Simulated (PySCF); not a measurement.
# Steps of a relaxation of EuSF

EuSF (singlet in the valence; each metal's 4f electrons, 6 of them, lie in its core potential, out of spins and levels). PySCF 2.14.0, RKS PBE0, Eu lcecp-1-SVP with ECP52, S def2-SVP, F def2-SVP; non-relativistic Hamiltonian with scalar-relativistic core potentials where named; density fitting; no spin-orbit coupling. Origin of the start: template. Columns: position (Å) and force (eV/Å). Energies are counted from the last step; some of the 6 steps are shown. Forces carry noise of the integration grid, about 0.01 to 0.03 eV/Å.

Run from Python with OMP_NUM_THREADS=2. Where DIIS fails, smearing, a level shift and second-order steps follow.
It took 8.4 s on 2 threads of Arm Neoverse V2, on a shared host, from the converged density of the start.

```xyz
3
step 0  E = 0.186 eV
Eu   -0.1624    0.0000   -0.2341    -0.53    0.00    0.14
S     2.0233    0.0000    0.7440    -0.60    0.00    0.02
F    -2.0974    0.0000    0.6319     1.12    0.00   -0.17
```

```xyz
3
step 2  E = 0.011 eV
Eu   -0.1861    0.0000   -0.3847     0.14    0.00   -0.10
S     1.8519    0.0000    0.8149    -0.18    0.00    0.01
F    -1.9024    0.0000    0.7116     0.04    0.00    0.09
```

```xyz
3
step 3  E = 0.001 eV
Eu   -0.1878    0.0000   -0.4357     0.09    0.00    0.11
S     1.7996    0.0000    0.8373    -0.13    0.00   -0.08
F    -1.8484    0.0000    0.7402     0.04    0.00   -0.03
```

Question: Where does the relaxation end?

Answer: It converges at step 5 in Cs:
```xyz
3
step 5  E = 0
Eu   -0.1861    0.0000   -0.4360
S     1.7925    0.0000    0.8367
F    -1.8430    0.0000    0.7411
```

Question: How did the contacts change?

Answer: 
```csv
contact,start (Å),end (Å)
Eu1–S2 (S),2.395,2.353
Eu1–F3 (F),2.120,2.032
```


An lcecp potential fixes the number of 4f electrons, so in runs with it no electron can move into or out of that shell.
